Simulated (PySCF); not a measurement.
**C6H15P: full NMR table**

| Item | Value |
| --- | --- |
| Formula | C6H15P |
| SMILES | CCP(CC)CC |
| InChI | InChI=1S/C6H15P/c1-4-7(5-2)6-3/h4-6H2,1-3H3 |
| Point group of the computed structure | C3 |
| Carbon signals | 2 |
| Proton signals | 2 |

Atom-mapped SMILES (the numbers label the heavy atoms): `[CH3:1][CH2:2][P:3]([CH2:4][CH3:5])[CH2:6][CH3:7]`. Each H is labelled by its parent atom.

- PBE0/pcSseg-1 with gauge-including orbitals
- PBE0-D3(BJ)/def2-SVP structure
- run in PySCF
- rapidly exchanging positions averaged, no solvent model, one conformer, non-relativistic

References, each an isolated molecule treated in the same way: 1H, 13C vs TMS; 31P against H3PO4.

| carbon | δC, type | δH (multiplicity) | HMBC from (2–3 bonds) | span of the C tensor (ppm) |
| --- | --- | --- | --- | --- |
| C1/C5/C7 | 11.6, CH3 | 1.06 (m) | H(C2)/H(C4)/H(C6) | 25 |
| C2/C4/C6 | 25.2, CH2 | 1.11 (m) | H(C2)/H(C4)/H(C6), H(C1)/H(C5)/H(C7) | 31 |

Other nuclei:
```tsv
atoms	nucleus	environment	δ (ppm)	σ (ppm)
P3	31P	phosphorus bonded to 3 C	-40.3	350.4
```

- δC 25.2: sp3 CH2 bonded to P.
- δC 11.6: methyl carbon; aliphatic region, no heteroatom directly attached.
- δH 1.11: hydrogen on an sp3 CH2 bonded to P.
- δH 1.06: hydrogen on a methyl carbon.

Splittings by 31P in the carbon and heteronuclear signals aren't shown, as no couplings were computed. Shifts are as computed. Against solution values, carbons near 30 ppm lie about +2 ppm off and those near 130 ppm about +5 ppm. Of 1211 compounds with measured shifts, 218 miss one by over three times the rms of a fit or turn the order of signals round; such compounds aren't used in these exercises. Experimental scales use liquid or dissolved standards, which lie at an offset from isolated H3PO4. Multiplicities follow the n + 1 count of equivalent neighbours, as no J values were calculated; m marks all less simple cases, F and P coupling included.
